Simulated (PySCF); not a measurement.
# Correlation energy of Ge⁺ (germanium, charge +1)

[Ar] 3d10 4s2 4p1, 2P determinant. Computed with PySCF 2.14 in cc-pVTZ-DK (6s5p3d1f, 43 functions), with the spin-free X2C one-electron Hamiltonian (Gaussian nucleus). Frozen: [Ar] 3d10; 3 electrons correlated.

MP2 pair energies summed by pair of shells (mhartree):

```json
{"pair": "4s-4s", "energy": "-20.92", "share (%)": "56.4"}
{"pair": "4s-4p", "energy": "-16.19", "share (%)": "43.6"}
```

Total MP2 correlation energy: -37.11 mhartree.

Same-spin part -2.54 and opposite-spin part -34.56 mhartree; SCS-MP2 scales them by 1/3 and 6/5 to -42.32 mhartree.

```json
{"level": "CCSD", "correlation energy (mhartree)": "-50.72"}
{"level": "(T)", "correlation energy (mhartree)": "-0.77"}
{"level": "CCSD(T)", "correlation energy (mhartree)": "-51.49"}
```

Diagnostics: T1 = 0.010, D1 = 0.0236, largest double amplitude 0.093.

**Question.** Is a single reference adequate?

**Answer.** Mostly. T1 lies below 0.03, but a double amplitude of this size points to a near-degeneracy that CCSD handles and MP2 describes poorly.
